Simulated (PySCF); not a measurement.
**Potential energy of SiI⁺ along the bond**

Set-up: PySCF, spin-free X2C with a Gaussian nucleus, basis sets Si x2c-SVPall, I x2c-SVPall. Energies in eV from Si⁺ + I in their ground configurations at the same level. State: ¹Σ⁺ (singlet), closed shell.

All columns are r²SCAN. A positive dipole points towards I; it is taken about the centre of mass and depends on that origin.

```
R (Å)  E (eV)  μ (D)  Mulliken charge on Si (basis-dependent)  HOMO (eV)  LUMO (eV)  Mayer bond order  ⟨S²⟩
2.006  -2.830  -2.47                                     0.55     -13.55      -9.46              2.07  0.00
2.100  -3.644  -3.11                                     0.63     -13.72      -9.62              2.01  0.00
2.193  -4.092  -3.76                                     0.69     -13.85      -9.78              1.96  0.00
2.263  -4.254  -4.25                                     0.73     -13.92      -9.89              1.92  0.00
2.333  -4.305  -4.73                                     0.76     -13.95     -10.00              1.89  0.00
2.403  -4.271  -5.21                                     0.79     -13.73     -10.11              1.87  0.00
2.496  -4.131  -5.82                                     0.81     -13.45     -10.25              1.84  0.00
2.613  -3.855  -6.56                                     0.83     -13.14     -10.40              1.82  0.00
2.753  -3.442  -7.39                                     0.85     -12.82     -10.56              1.80  0.00
2.940  -2.842  -8.40                                     0.85     -12.46     -10.73              1.78  0.00
```

A fit through these points gives, at Re = 2.337 Å, μ = -4.76 D and dμ/dR = -6.86 D/Å; the reduced mass is 22.92 u.

Task: How strong is the fundamental in the double-harmonic approximation, I = 42.26·(dμ/dR)²/μred km/mol?

Result: I = 42.26·(-6.86)²/22.92 = 86.8 km/mol at r²SCAN.

These are scalar-relativistic numbers at best; spin–orbit coupling would shift them, the dissociation energy most. For an ion De counts to the pair picked by the measured ionisation energies or electron affinities, which need not be the lowest pair at this level.
